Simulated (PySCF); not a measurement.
Core-level binding energies of `F[CH](F)[GeH3]`

CH4F2Ge.
Numbering: `[F:1][CH:2]([F:3])[GeH3:4]`

Theory: PySCF 2.14.0, delta-SCF UKS SCAN, pcX-2 on the ionised atom, pcseg-1 elsewhere, spin-free X2C. Binding energies are ΔSCF values: E(core-ionised, relaxed orbitals) − E(ground state) at a fixed geometry, referred to the vacuum level.

Give the core binding energies atom by atom.

```csv
atom(s),bonded to,level,binding energy (eV),count
F1/F3,C,F 1s,693.20,2
C2,"2 F, H and Ge",C 1s,295.15,1
```

Which photon wavelength matches the F 1s of F1/F3 threshold?

λ = hc/E = 12398.42 eV Å / 693.20 eV = 17.886 Å.

Express the binding energy of F 1s of F1/F3 in atomic units and per mole.

693.20 eV = 25.4746 Eh = 66884 kJ/mol.

The first atom of each set that the bonding makes equivalent was ionised and stands for the set. No level of germanium is listed. Geometry: PBE0-D3(BJ)/def2-SVP; no solvent, vibrations or thermal averaging.
